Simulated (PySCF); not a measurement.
CH₆ClGeN, SMILES [CH3][Ge@H]([NH2])[Cl]. Atoms are numbered in the order given.

```xyz
10

C     -1.4852    -1.2838    -0.0245
Ge     0.0204    -0.1406    -0.4249
N      1.5662    -1.0779    -0.2315
Cl    -0.0876     1.5230     0.9877
H     -1.5156    -2.1318    -0.7249
H     -1.3948    -1.6700     1.0018
H     -2.4235    -0.7158    -0.1001
H      0.0180     0.4960    -1.8174
H      1.6804    -1.5516     0.6614
H      2.4209    -0.5708    -0.4473
```
Charge 0, spin multiplicity 1.

Geometry optimised at ωB97X-D3(BJ)/def2-SVP. The structure was generated by enumeration; whether it is a known compound was not checked. One conformer was computed; it need not be the lowest.

Computed with PBE/def2-TZVP in PySCF.

The molecule is in vacuum.

```yaml
total_energy: -2633.16238 hartree
highest_occupied_level: -6.27 eV
lowest_empty_level: -0.34 eV
orbital_gap: 5.93 eV
dipole_moment: 0.397 e·Å
quadrupole, principal values (traceless, Buckingham form, about the centre of nuclear charge): -9.12, 2.74, 6.38 D·Å
mean_static_polarisability: 63.1 bohr³ (9.35 Å³)
polarisability_principal_values: 55.5, 63.3, 70.5 bohr³
```
